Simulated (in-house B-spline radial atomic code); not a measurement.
**RPA and G0W0 on r2SCAN: Cu⁺**

Configuration [Ar] 3d10, mean-field start r2SCAN. Computed with an all-electron radial atomic-structure program (B-spline basis): all electrons, non-relativistic, point nucleus, each spin shell either full or empty, empty states to l = 9 with an (l + 1/2)⁻⁴ tail; G0W0 by contour deformation at full frequency.

Command:
```bash
python run_gw.py task.json out
```
Settings (radii: box in bohr, nucleus in fm):
```
Z                        29
electrons                28
configuration            [Ar] 3d10
hamiltonian              nr
method                   r2scan
lmax                     9
spin_polarised           False
box_radius               23.78
intervals                53
```

Run time, properties included: 2.4 s on 1 thread of Arm Neoverse N1, on a shared host.

Energies (hartree):

```tsv
term	value
mean-field total	-1640.22107
Hartree-Fock functional on these orbitals	-1638.70848
direct second order	-2.7327
second-order exchange	0.76067
SOSEX correction	0.66164
```

(1) What is the RPA correlation energy, and what remains with SOSEX?

Quasi-particle levels (eV):

```json
{"level": "3d", "occupied": "yes", "mean field": "-13.734", "Σx - vxc": "-9.73", "Σc": "?", "QP weight": "?", "G0W0": "?"}
{"level": "4s", "occupied": "no", "mean field": "-10.971", "Σx - vxc": "4.98", "Σc": "-1.66", "QP weight": "0.938", "G0W0": "-7.656"}
```

G0W0 = mean field + (Σx - vxc) + Σc, with Σc (partial-wave tail included) taken at the quasi-particle energy. Only the outer levels were computed. Levels of low weight are left out.

(2) Where does G0W0 put 3d?

## Answers

(1) RPA gives -2.1373 hartree (-2.08 eV per electron); RPA + SOSEX gives -1.4756, and the second-order doubles -1.972 hartree (no singles). RPA lacks exchange-type terms and so overcorrelates at short range.

(2) At -19.726 eV, with Σc = 3.74 eV and a quasi-particle weight of 0.764. The tabulated removal energy is 20.292 eV (NIST, measured); the calculation leaves out relativity, Breit and QED terms, and what these don't explain is the method's own error.
